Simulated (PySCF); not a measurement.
Compounds:

A. `C[C@@]1(OC(F)F)O[C@@H]1C#N`
B. phenylsilane
C. SMILES CNP1(=N)CCPCC1

Spectrum 1. 1H NMR (400 MHz, computed): δ 7.87 (d, 2H), 7.66 (m, 1H), 7.65 (m, 2H), 4.56 (s, 3H). 13C{1H} NMR (computed): δ 141.5 (CH), 135.2 (CH), 135.0 (C), 133.3 (CH).

Spectrum 2. 1H NMR (400 MHz, computed): δ 2.94 (m, 1H), 2.65 (m, 3H), 2.35 (m, 2H), 1.98 (m, 2H), 1.79 (m, 2H), 1.73 (m, 2H), 0.81 (br s, 1H), 0.09 (br s, 1H). 13C{1H} NMR (computed): δ 37.9 (CH2), 29.4 (CH3), 20.2 (CH2).

Spectrum 3. 1H NMR (400 MHz, computed): δ 6.69 (m, 1H), 2.67 (s, 1H), 1.99 (s, 3H). 13C{1H} NMR (computed): δ 123.3 (CH), 119.8 (C), 84.5 (C), 43.5 (CH), 22.6 (CH3).

PySCF calculation with GFN2-xTB geometry and σ from GIAO-PBE0/pcSseg-1; one averaged value for each set of equivalent atoms, isolated molecule, one conformer, non-relativistic Hamiltonian.

Shifts are taken against calculated references (same method and geometry level): 1H, 13C vs TMS. Splittings of carbon signals by F and P are missing where no couplings were computed. Where no couplings were computed, multiplicities follow the n + 1 count of equivalent neighbours, and m marks all less simple cases (inequivalent or close neighbours, rings, F or P nearby). Shifts are as computed. Against solution values, carbons near 30 ppm lie about +3 ppm off and those near 130 ppm about +5 ppm. Of 1211 compounds with measured shifts, 218 miss one by over three times the rms of a fit or turn the order of signals round; such compounds aren't used in these exercises. OH and NH positions are gas-phase values without hydrogen bonding to other molecules.

Task: Match each spectrum to its structure.

Result: 1–B, 2–C, 3–A.

- Spectrum 1 (B): 4 13C signals; δC 135.2 is an aromatic CH; δC 133.3 is an aromatic CH.
- Spectrum 2 (C): 3 13C signals; δC 29.4 is a methyl carbon bonded to N; δH 2.65 is the hydrogen on a methyl carbon bonded to N.
- Spectrum 3 (A): 5 13C signals; δC 123.3 is an sp3 CH bonded to 2 F and O; δC 119.8 is a nitrile carbon.
